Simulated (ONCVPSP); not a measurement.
# oxygen (O), ONCV: configuration errors across variants

```json
{
 "Element": "oxygen (O)",
 "Generator": "ONCVPSP 4.0.1",
 "Type": "optimised norm-conserving Vanderbilt (ONCV)",
 "Functional": "PBE",
 "Relativity": "non-relativistic",
 "Frozen core": "[He]",
 "Valence charge": "6",
 "Reference configuration": "2s2 2p4",
 "Partial waves": "2s: rc 1.00 bohr, ncon 3, nbas 7, qcut 6.6 1/bohr, 2 projectors, debl 2.9 Ha; 2p: rc 1.15 bohr, ncon 3, nbas 6, qcut 11.7 1/bohr, 2 projectors, debl 1.6 Ha",
 "Local potential": "polynomial inside 0.65 bohr (lpopt 5, dvloc0 0 Ha)",
 "Core correction": "none"
}
```

All-electron excitation energies from the reference (eV): (1) 2s2 2p3 16.439; (2) 2s2 2p2 50.032; (3) 2s2 2p1 103.904; (4) 2s1 2p5 14.896.

Errors AE − PS in meV (a dash: test not solved or not reliable):

| change | (1) | (2) | (3) | (4) | bound ghosts | GHOST(+) flags above zero |
| --- | --- | --- | --- | --- | --- | --- |
| base | +10 | +90 | +384 | +28 | none | none |
| local potential polynomial inside 0.65 bohr (lpopt 5, dvloc0 4 Ha) | +10 | +90 | +381 | +28 | none | none |
| s: rc 1.04 | +11 | +94 | +395 | +29 | none | none |
| s: nproj 3 | +10 | +90 | +381 | +28 | none | none |

Question: Give the same row for: s: rc 1.02.

Answer: +11, +92, +386, +29; bound ghosts: none; GHOST(+) flags above zero: none.
